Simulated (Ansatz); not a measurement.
Geometry optimisation, Ansatz, UKS PBE-D4/def2-SVP.

input.yaml

```yaml
crystal:
  periodic: [false, false, false]
  atoms:
    - { symbol: Zn, position_ang: [0.0, 0.0, 0.0] }
    - { symbol: Cl, position_ang: [0.0, 0.0, 2.49] }
    - { symbol: O, position_ang: [0.0, 0.0, -1.79] }
    - { symbol: H, position_ang: [0.2547, -0.9174, -2.1271] }
    - { symbol: Cl, position_ang: [0.0, 0.0, 4.83] }
magnetization:
  spin_polarized: true
  initial_magnetization: 1
basis:
  gaussian: { orbitals: def2-SVP }
hamiltonian:
  xc: pbe
  dispersion: d4
relax:
  f_tol: 0.15
  max_steps: 25
  restrain:
    - { distance: [1, 4], at: 3.24, k: 30.0 }
    - { distance: [0, 1], at: 2.24, k: 30.0 }
output:
  orbitals: {}
```

Launched with:

```bash
$ ansatz run input.yaml --threads 4 --pin off --max-ram 5120MiB --backend cpu --events-out ev --progress --plain --runs-dir out
```

Question: Where does it end, and by what steps?

Answer: The forces met the threshold. The restraints hold the end off the free minimum. After 4 steps the energy has fallen by 0.523 eV (the restraints' own energy left out); Cl5 moved furthest, 0.55 Å. Parted: Cl2–Cl5 (2.34 → 3.23 Å).

```
step  energy less start (eV)  largest force component (eV/Å)  accepted
   0                  0.0000                           2.463       yes
   1                 -0.4921                           1.483       yes
   2                 -0.5916                           0.473       yes
   3                 -0.5283                           1.069       yes
   4                 -0.5234                           1.138       yes
```

```xyz
5
Properties=species:S:1:pos:R:3
Zn 0.027 -0.097 -0.054
Cl 0.016 -0.058 2.149
O -0.002 0.008 -1.829
H 0.234 -0.844 -2.242
Cl -0.021 0.074 5.380
```

Run time: 26 s on 4 threads of Arm Neoverse V1 (shared host), peak memory 0.21 GiB.
